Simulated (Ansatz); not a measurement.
## Ansatz (development build ahead of 0.2.0) run

```yaml
crystal:
  periodic: [false, false, false]
  atoms:
    - { symbol: Ni, position_ang: [0.0, 0.0, 0.0] }
    - { symbol: B, position_ang: [0.0, 1.5675, 1.0976] }
    - { symbol: B, position_ang: [0.0, -1.5675, 1.0976] }
basis:
  gaussian: { orbitals: pcseg-2 }
magnetization:
  initial_magnetization: 4
hamiltonian:
  xc: r2scan
```

The input is written out in the form of the current development build from the run's settings.

The run gave:

```
Converged                       : yes
Total energy                    : -1557.72041 hartree
Spin squared of the determinant : 6.000
Stability test                  : minimum among restricted orbitals
```

Caution: other spin multiplicities were not run.
